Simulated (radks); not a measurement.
Question: Ionisation ladder of zinc, from Zn22+ to Zn29+. Each ion is in the ground configuration listed by NIST, and IE = E(next ion) - E(this ion), with E = 0 for the bare nucleus. Method: non-relativistic Kohn-Sham, PBE, spin-polarised, spherical densities, point nucleus; open shells are filled with parallel spins first; computed with a radial shooting solver on a logarithmic mesh with Libxc functionals.

species  configuration  IE, Delta-SCF (eV)  -e(HOMO) (eV)     HOMO
Zn22+     [He] 2s2 2p4                   ?         2013.0  2p down
Zn23+     [He] 2s2 2p3                   ?         2162.0    2p up
Zn24+     [He] 2s2 2p2              2342.2         2282.0    2p up
Zn25+     [He] 2s2 2p1              2461.6         2402.2    2p up
Zn26+         [He] 2s2              2629.7         2584.8       2s
Zn27+         [He] 2s1              2745.7         2700.4    2s up
Zn28+             [He]                   ?        11551.2       1s
Zn29+              1s1                   ?        12053.6    1s up

Estimate the withheld Delta-SCF values.

Answer: Zn22+: 2068.3 eV (NIST 2085); Zn23+: 2222.0 eV (NIST 2214); Zn28+: 11734.1 eV (NIST 11864.9); Zn29+: 12240.0 eV (NIST 12388.9).
